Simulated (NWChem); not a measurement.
1,1,1-trifluoroethane (C$_{2}$H$_{3}$F$_{3}$); SMILES CC(F)(F)F

Computed with NWChem. All runs use the structure optimised with PBE0/def2-SVP.

Q: Estimate the computed values for B3LYP/STO-3G. Quantities: highest occupied level (eV); orbital gap (eV); dipole (D).

A: The highest occupied level (eV) is -5.48, the orbital gap (eV) is 14.32 and the dipole (D) is 1.14.
